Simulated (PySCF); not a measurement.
**Broadened absorption spectrum of C8H6**

Compound: C8H6.
SMILES with atom numbers: `[CH:1]#[C:2]/[CH:3]=[C:4]1/[CH:5]=[CH:6][C:7]1=[CH2:8]` (hydrogens: H9 on C1; H10 on C3; H11 on C5; H12 on C6; H13, H14 on C8)

Theory: TDDFT CAM-B3LYP/def2-SVPD, vertical, gas phase, core orbitals frozen in the response in PySCF 2.14.0, density-fitted response routines. Isolated species at its GFN2-xTB geometry, gas phase.

Each state is given a Gaussian of 0.25 eV full width at half maximum, with ε(max) = 2.175×10⁸ f / Δν̃ (Δν̃ the width in cm⁻¹). The width is an assumption, not a result. The curve ends short of the highest state used, and states not computed would add to its high-energy end.

```
λ (nm)  ε (L mol⁻¹ cm⁻¹)
 196.7             43985
 200.0             15905
 203.2              2559
 206.4               199
 209.6                13
 212.8                 3
 216.0                 5
 219.3                90
 222.5               949
 225.7              5327
 228.9             16758
 232.1             30927
 235.3             34938
 238.6             24825
 241.8             12321
 245.0              5885
 248.2              4909
 251.4              5647
 254.7              6672
 257.9              9237
 261.1             14104
 264.3             18845
 267.5             19793
 270.7             16055
 274.0              9968
 277.2              4953
 280.4              1980
 283.6               646
 286.8               175
 290.0                40
```

(1) Locate the maxima and give the states behind the curve.

(2) On this curve, what absorbance would a 10⁻³ mol/L sample give at 254 nm over a 1 cm path?

(3) Coming from long wavelengths, where does ε first pass 100 L mol⁻¹ cm⁻¹?

Answers

(1) 267 nm (4.65 eV), ε about 20000, made up of S1 (99%); 235 nm (5.29 eV), ε about 35000, made up of S3 (100%) (ε in L mol⁻¹ cm⁻¹; maxima over ε = 5, shares over 10%). At its high-energy end, 6.30 eV, the curve is still rising (ε about 43000, from S6). The states used: S1 4.65 eV (f 0.184); S2 4.93 eV (f 0.046); S3 5.29 eV (f 0.328); S4 5.38 eV (f 0.0000); S5 5.94 eV (f 0.0001); S6 6.36 eV (f 0.474); S7 6.56 eV (f 0.0045); S8 6.90 eV (f 0.0001).

(2) 254 nm is 4.881 eV, where ε is about 6400 L mol⁻¹ cm⁻¹, so A = ε c l ≈ 6.4 (Beer–Lambert, with the gas-phase spectrum and the assumed width).

(3) At about 288 nm (4.30 eV), 0.35 eV below S1.
